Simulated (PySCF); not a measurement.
pent-1-ene (C5H10), SMILES C(CC=C)C.

Geometry optimised at B3LYP-D3(BJ)/def2-SVP. The values are those of a single conformer.

All values below come from B3LYP-D3(BJ)/def2-SVP run with PySCF 2.14.0.

Frequencies are harmonic and unscaled.

```csv
mode,ν (cm⁻¹),IR (km/mol),Raman (Å⁴/amu),depolarisation,moving atoms (share of kinetic energy)
1,72,0.1,5.6,0.75,"C 63 %, H 37 %"
2,123,0.1,1.9,0.73,"H 55 %, C 45 %"
3,247,0.0,1.3,0.75,"H 76 %, C 24 %"
4,288,0.2,1.4,0.47,"H 55 %, C 45 %"
5,385,1.9,2.5,0.56,"C 57 %, H 43 %"
6,449,0.3,2.2,0.57,"H 57 %, C 43 %"
7,664,7.1,5.9,0.52,"H 61 %, C 39 %"
8,761,5.6,0.8,0.19,"H 78 %, C 22 %"
9,856,1.1,7.8,0.19,"C 55 %, H 45 %"
10,885,5.1,1.2,0.35,"H 74 %, C 26 %"
11,938,0.3,2.8,0.70,"H 53 %, C 47 %"
12,942,35.3,0.9,0.75,"H 73 %, C 27 %"
13,1019,2.5,0.6,0.48,"H 80 %, C 20 %"
14,1036,7.5,2.0,0.57,"H 88 %, C 12 %"
15,1072,1.7,5.0,0.68,"C 56 %, H 44 %"
16,1110,2.0,2.9,0.60,"H 54 %, C 46 %"
17,1170,3.9,1.2,0.44,"C 55 %, H 45 %"
18,1254,0.2,6.7,0.69,"H 76 %, C 24 %"
19,1285,0.5,4.6,0.51,"H 78 %, C 22 %"
20,1309,0.5,31.2,0.53,"H 84 %, C 16 %"
21,1350,1.2,5.2,0.75,"H 74 %, C 26 %"
22,1362,6.4,5.3,0.49,"H 70 %, C 30 %"
23,1403,5.3,4.2,0.67,"H 75 %, C 25 %"
24,1432,2.4,20.2,0.58,"H 85 %, C 15 %"
25,1458,5.6,16.6,0.71,"H 88 %, C 12 %"
26,1465,1.1,17.7,0.75,H 93 %
27,1474,5.7,10.1,0.73,H 96 %
28,1482,4.2,5.0,0.75,H 94 %
29,1721,8.1,29.1,0.14,"C 87 %, H 13 %"
30,3005,24.1,114.9,0.17,H 94 %
31,3025,31.2,60.2,0.08,H 97 %
32,3025,19.5,190.2,0.07,H 95 %
33,3065,20.3,143.6,0.56,"H 91 %, C 9 %"
34,3070,23.1,55.3,0.60,"H 91 %, C 9 %"
35,3102,38.7,56.1,0.68,"H 91 %, C 9 %"
36,3111,33.5,59.2,0.64,"H 91 %, C 9 %"
37,3125,12.6,59.8,0.12,H 95 %
38,3139,11.4,122.6,0.20,"H 92 %, C 8 %"
39,3222,13.8,84.0,0.64,"H 89 %, C 11 %"
```
